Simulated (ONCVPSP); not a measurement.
## u(r) = r·R(r): atom against pseudo-atom (Zn (Z = 30))

Columns: radius, all-electron u(r) and pseudo u(r) of the 3s shell (level -128.95 eV) of zinc in the configuration [Ne] 3s2 3p6 3d10 4s2; BLYP, scalar-relativistic, ONCV scheme, ONCVPSP 4.0.1.

```csv
r (bohr),all-electron,pseudo
0.055,0.1439,0.1221
0.110,-0.5412,0.2502
0.165,-0.7170,0.3877
0.220,-0.4587,0.5345
0.275,-0.0150,0.6863
0.330,0.4401,0.8367
0.385,0.8191,0.9774
0.440,1.0922,1.1005
0.495,1.2605,1.1977
0.550,1.3399,1.2621
0.605,1.3514,1.2889
0.660,1.3141,1.2762
0.715,1.2443,1.2273
0.770,1.1553,1.1501
0.825,1.0565,1.0556
0.880,0.9547,0.9545
0.935,0.8547,0.8544
0.990,0.7592,0.7590
1.045,0.6703,0.6701
1.100,0.5886,0.5885
1.155,0.5147,0.5146
1.210,0.4484,0.4483
1.265,0.3895,0.3894
1.320,0.3374,0.3373
1.375,0.2915,0.2915
1.430,0.2514,0.2513
```

(1) How many radial nodes do the two functions have?

(2) At about which radius was the pseudo-wave matched?

(3) Is the pseudo-wave norm-conserving?

## Answers

(1) The all-electron 3s function has n − l − 1 = 2; the pseudo-wave has 0, since the states of the same l below it are removed with the core.

(2) 0.90 bohr, where the columns begin to agree (steps of 0.06 bohr).

(3) Yes: the ONCV scheme keeps the norm inside the radius equal to the all-electron one, which fixes the energy derivative of the logarithmic derivative at the level.
